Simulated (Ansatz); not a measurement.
Relaxation of CH6BrNOSi (11 atoms, charge 0, multiplicity 1), to a largest force component of 0.015 eV/Å in at most 40 steps.

Computed with RKS BLYP/def2-mTZVP (Ansatz 0.2.0).

```xyz
11
Properties=species:S:1:pos:R:3
N -0.363 1.749 -0.142
Si 0.752 0.550 -0.129
Br 1.643 0.615 1.868
C 0.020 -1.125 -0.343
O -1.190 -1.441 0.470
H -1.099 1.623 0.572
H -0.900 1.757 -1.026
H 1.794 0.844 -1.188
H 0.690 -1.911 -0.139
H -0.394 -1.222 -1.352
H -0.887 -1.496 1.430
```

Task: Where does it end, and by what steps?

Result: The forces met the threshold. After 14 steps the energy has fallen by 0.709 eV; H7 moved furthest, 1.12 Å.

```tsv
step	energy less start (eV)	largest force component (eV/Å)	accepted
0	0.0000	3.307	yes
1	-0.4246	1.659	yes
2	-0.5237	0.735	yes
3	-0.5503	0.651	yes
4	-0.5688	0.479	yes
5	-0.5860	0.421	yes
6	-0.6089	0.811	yes
7	-0.6585	0.193	yes
8	-0.6909	0.800	yes
9	-0.7036	0.262	yes
10	-0.7070	0.099	yes
11	-0.7080	0.090	yes
12	-0.7085	0.031	yes
13	-0.7087	0.021	yes
14	-0.7088	0.013	yes
```

```xyz
11
Properties=species:S:1:pos:R:3
N -0.607 1.617 -0.445
Si 0.683 0.494 -0.211
Br 1.684 0.572 1.884
C -0.043 -1.269 -0.317
O -1.070 -1.463 0.698
H -1.492 1.434 0.031
H -0.423 2.619 -0.484
H 1.772 0.808 -1.172
H 0.740 -2.043 -0.252
H -0.552 -1.397 -1.282
H -0.627 -1.430 1.570
```

Whether the end is a true minimum wasn't checked by a vibrational analysis.

The run took 76 s on 2 threads of AMD EPYC 7R43 64-Core Processor (Zen 3) (shared host), peak memory 0.2 GiB.
